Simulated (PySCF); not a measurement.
GaH2Br, SMILES [GaH2][Br]. Atoms are numbered in the order given.

```xyz
4

Ga     0.0000     0.0000     1.1710
H      0.0000     1.4086     1.8357
H      0.0000    -1.4086     1.8357
Br     0.0000     0.0000    -1.1421
```

Geometry optimised at B3LYP-D3(BJ)/def2-TZVP.

These are B3LYP-D3(BJ)/def2-TZVP run with PySCF values and carry that method's errors.

Frequencies are harmonic and unscaled.

```json
[
 {"mode": "1", "ν (cm⁻¹)": "294", "IR (km/mol)": "35.7", "Raman (Å⁴/amu)": "7.8", "depolarisation": "0.20", "moving atoms (share of kinetic energy)": "Ga 53 %, Br 47 %"},
 {"mode": "2", "ν (cm⁻¹)": "479", "IR (km/mol)": "25.6", "Raman (Å⁴/amu)": "6.1", "depolarisation": "0.75", "moving atoms (share of kinetic energy)": "H 96 %"},
 {"mode": "3", "ν (cm⁻¹)": "599", "IR (km/mol)": "77.9", "Raman (Å⁴/amu)": "2.1", "depolarisation": "0.75", "moving atoms (share of kinetic energy)": "H 95 %"},
 {"mode": "4", "ν (cm⁻¹)": "724", "IR (km/mol)": "198.9", "Raman (Å⁴/amu)": "7.6", "depolarisation": "0.67", "moving atoms (share of kinetic energy)": "H 99 %"},
 {"mode": "5", "ν (cm⁻¹)": "1994", "IR (km/mol)": "71.1", "Raman (Å⁴/amu)": "336.5", "depolarisation": "0.09", "moving atoms (share of kinetic energy)": "H 100 %"},
 {"mode": "6", "ν (cm⁻¹)": "2011", "IR (km/mol)": "191.7", "Raman (Å⁴/amu)": "85.9", "depolarisation": "0.75", "moving atoms (share of kinetic energy)": "H 98 %"}
]
```
